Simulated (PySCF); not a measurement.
Gas-phase reaction: 2 SiBr4 + 6 H ⇌ 2 SiH3Br + 3 Br2

Method: PySCF energies plus ideal-gas RRHO corrections (1 bar). 'Table' is the NASA 1993 thermochemical table (part measured, part estimated). † marks an energy on the PBE0/def2-TZVP geometry and frequencies. CCSD(T) freezes the core. Open shells (unrestricted): H (multiplicity 2); the rest are closed-shell singlets. Br: all electrons, no relativistic terms. CCSD(T) isn't extrapolated to the basis-set limit. The harmonic model lacks anharmonicity and excited electronic states, which grow with temperature; levels with a mode under 35 cm⁻¹ are left out. Soft modes under 120 cm⁻¹ make the harmonic entropy rough for SiBr4. The table's entry may be an old estimate for SiBr4, SiH3Br (not checked at source).

```csv
level,"ΔH°(298 K), kJ",minus table,"ΔG°(2500 K), kJ"
table,-540.8,-,132.1
CCSD(T)/def2-SVP†,-520.7,20.1,160.3
HF/def2-TZVP†,-306.5,234.3,374.5
PBE0/def2-QZVP†,-524.0,16.8,157.0
PBE0/def2-SVP†,-499.1,41.7,181.9
LDA/def2-TZVP†,-593.4,-52.6,87.6
```
